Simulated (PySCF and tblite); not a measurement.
3 regioisomers of C₇H₉NO:

| isomer | SMILES |
| --- | --- |
| A | [CH3:1][CH2:2][c:3]1[cH:4][cH:5][cH:6][cH:7][n+:8]1[O-:9] |
| B | [CH3:1][CH2:2][c:3]1[cH:4][cH:5][cH:6][n+:7]([O-:8])[cH:9]1 |
| C | [CH3:1][CH2:2][c:3]1[cH:4][cH:5][n+:6]([O-:7])[cH:8][cH:9]1 |

Computed spectrum of one of them (conformer average at 298.15 K; GFN2-xTB geometries, energies BLYP/def2-SVP (IEF-PCM, methanol) (D3(BJ) added where defined), GIAO shieldings PBE/pcSseg-1 (IEF-PCM, methanol); references on GFN2-xTB geometries), in ppm: ¹H (against TMS): 8.30 (1H), 7.62 (1H), 7.52 (1H), 7.27 (1H), 2.97 (2H), 1.29 (3H). ¹³C (against TMS): 158.1 (1C), 142.0 (1C), 130.3 (1C), 129.9 (1C), 125.9 (1C), 31.4 (1C), 12.8 (1C). Of the H, only those on carbon are given.

**Question.** Which isomer is it?

**Answer.** A. Signals are matched in order of shift, without assignment. After a straight-line scaling (slope 0.85 to 1.15) of computed carbon shifts, the largest errors are A 2.2 ppm (at 129.9), B 10.0 ppm (at 130.3), C 12.0 ppm (at 130.3). Assigned: ¹H (against TMS): 8.30 (H7, 1H), 7.62 (H4, 1H), 7.52 (H6, 1H), 7.27 (H5, 1H), 2.97 (H2, 2H), 1.29 (H1, 3H). ¹³C (against TMS): 158.1 (C3), 142.0 (C7), 130.3 (C4), 129.9 (C6), 125.9 (C5), 31.4 (C2), 12.8 (C1). For comparison, at another level (GFN2-xTB geometries, energies PBE0/def2-SVP (IEF-PCM, dimethylsulfoxide) (D3(BJ) added where defined), GIAO shieldings WP04/pcSseg-1 (IEF-PCM, dimethylsulfoxide)) the isomers give: A: ¹H (against TMS): 8.28 (H7, 1H), 7.48 (H4, 1H), 7.42 (H6, 1H), 7.32 (H5, 1H), 2.93 (H2, 2H), 1.34 (H1, 3H). ¹³C (against TMS): 164.3 (C3), 147.2 (C7), 132.3 (C4), 131.6 (C6), 131.5 (C5), 31.9 (C2), 14.8 (C1). B: ¹H (against TMS): 8.04 (H9, 1H), 8.02 (H6, 1H), 7.44 (H5, 1H), 7.16 (H4, 1H), 2.64 (H2, 2H), 1.21 (H1, 3H). ¹³C (against TMS): 154.0 (C3), 147.0 (C9), 144.7 (C6), 134.0 (C5), 132.1 (C4), 33.8 (C2), 23.1 (C1). C: ¹H (against TMS): 8.10 (H5/H8, 2H), 7.35 (H4/H9, 2H), 2.66 (H2, 2H), 1.19 (H1, 3H). ¹³C (against TMS): 151.5 (C3), 147.0 (C5/C8), 134.3 (C4/C9), 35.0 (C2), 23.0 (C1).

Shifts are unscaled: against experiment ¹³C can be off by 15 ppm or more and ¹H by 0.8 ppm. The search found a single conformer for at least one isomer; other rotamers may be missing.
